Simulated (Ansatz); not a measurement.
Cost and result up the ladder for Li8H8 (16 atoms). Charge 0, multiplicity 1. Geometry: r2SCAN-D4/def2-SVP.

```xyz
16

Li    0.631   -0.608   -1.054
Li    0.579    0.120   -3.502
Li    0.091    1.882   -1.809
Li   -0.404    0.067    3.527
Li   -0.108   -1.912    2.051
Li   -1.600    0.084   -2.303
Li   -0.793    0.435    1.030
Li    1.605   -0.067    2.060
H    -1.488   -0.759    2.300
H    -0.320   -1.177   -2.568
H     1.492    0.746   -2.038
H    -0.778    1.355   -3.340
H     0.343    1.218    2.309
H    -0.948    0.794   -0.738
H     0.942   -1.179    3.365
H     0.757   -0.999    0.709
```

Ansatz on 4 threads of Arm Neoverse V2 on a shared host. Times are rough, and most runs start from the orbitals of an earlier one. CAM-B3LYP-D4/def2-TZVP serves as the yardstick here, not as an exact answer. Binding counts from free atoms at the same level (Li doublet, H doublet; other spins of the atoms weren't run), without zero-point energy or a counterpoise term.

Correlated methods freeze no core orbitals; core or outer-core shells of Li are correlated, in sets that lack core-valence functions. Another isomer (singlet) lies 0.62 eV lower at PBE0-D4/def2-TZVP; other spin states weren't run for this one.

Correlated methods converge slowly with the basis.

```
                         level  functions  wall time  binding energy per atom (eV)  difference from CAM-B3LYP-D4/def2-TZVP (eV)
         LDA (SPW92)/def2-TZVP        160     0.95 s                          2.23                                         0.10
             PBE0-D4/def2-TZVP        160      1.8 s                          2.02                                        -0.12
        CAM-B3LYP-D4/def2-TZVP        160      1.8 s                          2.14                                         0.00
PBE-D4/def2-TZVP (with forces)        160      1.9 s                          2.02                                        -0.11
           r2SCAN-D4/def2-TZVP        160      2.7 s                          2.05                                        -0.08
             CCSD(T)/def2-TZVP        160       32 s                          1.95                                        -0.19
```
